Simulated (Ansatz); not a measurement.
Consider the substitution at a C–N bond: `C=C(I)NC` + `[OH][Sn]([F])([F])[F]` → `C[O][Sn]([F])([F])[F]` + `C=C(N)I`.

Computed with Ansatz on PBE0-D4/def2-TZVP structures; ΔE is electronic, products minus reactants. CCSD(T)/CBS is the MP2 limit (def2-TZVPP, def2-QZVPP) plus CCSD(T) − MP2 in def2-TZVPP, frozen cores. Functionals use def2-TZVPP. def2 core potentials past Kr. For I, Sn outer-core shells are correlated without core-valence functions, which leaves a few kJ/mol of doubt a bond. Each species was taken in one conformer, which may not be the lowest.

(1) Is it downhill or uphill in electronic energy at CCSD(T)/CBS, and by how much? (Estimate.)

(2) What do these levels give: PBE-D4, MP2/def2-TZVPP, CCSD(T)/def2-TZVPP, HF/def2-QZVPP, HF/CBS(def2), MP2/CBS(def2)? (Estimate.)

Largest T1 diagnostic among the species: 0.015.

Answers

(1) The calculation gave: Uphill: ΔE = +38.2 kJ/mol.

(2) Computed: PBE-D4 36.9, MP2/def2-TZVPP 43.8, CCSD(T)/def2-TZVPP 37.5, HF/def2-QZVPP 27.3, HF/CBS(def2) 27.3, MP2/CBS(def2) 44.5 kJ/mol.

In def2-TZVPP, CCSD(T) changes the Hartree–Fock value by +10.1 kJ/mol (the triples alone add +1.2 kJ/mol) and MP2 by +16.4 kJ/mol.
